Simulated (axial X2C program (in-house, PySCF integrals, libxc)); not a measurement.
# Curves of MoCl⁺ from open-shell CI on d4 s0 p(π)0

Computed with an axial X2C code built on PySCF integrals: two-component X2C with atomic mean-field Coulomb and Gaunt terms, basis Mo dyall-v3z, Cl dyall-v3z (cores contracted in-house). Orbitals come from Hartree–Fock averaged over the configuration Mo d4 s0 p(π)0; CI then distributes these electrons over the d, s, p(π) shells of Mo.

Scan along the bond; masses Mo 97.905 u, Cl 34.969 u. Energies in cm⁻¹ from the lowest point; levels are followed by energy order within each Ω. Lowest level at 2.270 Å: 100% d4.

| R (Å) | (1)Ω=0 | (1)Ω=1 | (1)Ω=2 | (2)Ω=1 | (2)Ω=0 | (3)Ω=0 | (3)Ω=1 |
| --- | --- | --- | --- | --- | --- | --- | --- |
| 2.111 | 2782 | 2814 | 2910 | 4863 | 4977 | 5078 | 5199 |
| 2.191 | 722 | 751 | 839 | 3368 | 3485 | 3569 | 3697 |
| 2.270 | 0 | 29 | 114 | 2952 | 3069 | 3149 | 3277 |
| 2.361 | 359 | 388 | 473 | 3475 | 3589 | 3668 | 3795 |
| 2.452 | 1609 | 1639 | 1727 | 4728 | 4837 | 4920 | 5042 |
| 2.554 | 3729 | 3760 | 3853 | 6792 | 6895 | 6984 | 7102 |
| 2.679 | 6951 | 6984 | 7083 | 9871 | 9964 | 10064 | 10175 |

Task: Fit the curves (1)Ω=0, (1)Ω=1, (1)Ω=2 near their minima.

Result: From the open-shell CI curves, Te from the lowest:

| level | Te (cm⁻¹) | Re (Å) | ωe (cm⁻¹) |
| --- | --- | --- | --- |
| (1)Ω=0 | 0 | 2.286 | 435.9 |
| (1)Ω=1 | 29 | 2.286 | 436.1 |
| (1)Ω=2 | 114 | 2.286 | 436.7 |

Without dynamic correlation distances can be off by several hundredths of an Å (long for ionic bonds, short for multiple bonds) and the wavenumbers are rough.

The 7 lowest curves are shown; the next is (2)Ω=2, from 3445 cm⁻¹.

There is no dynamic correlation: spin–orbit spacings and, for f shells, spacings inside one term are the most reliable numbers, splittings between terms come out too wide, and energies between configurations are not reliable, so the lowest level need not be the ground state of the molecule. For d shells the ligand-field splittings (σ, π, δ) and their order can be off by a thousand cm⁻¹ or more. At most 4 roots were kept for each Ω > 0 (twice that for Ω = 0) within 3.2 eV of the lowest, so higher up levels can be missing between those listed; levels with Ω > 0 are doubly degenerate and listed once, Ω = 0 levels singly. Some active spinors are only partly of the character that their shell is named for, so the shell names and counts are nominal. States that fill the shells left empty in the average are placed too high.
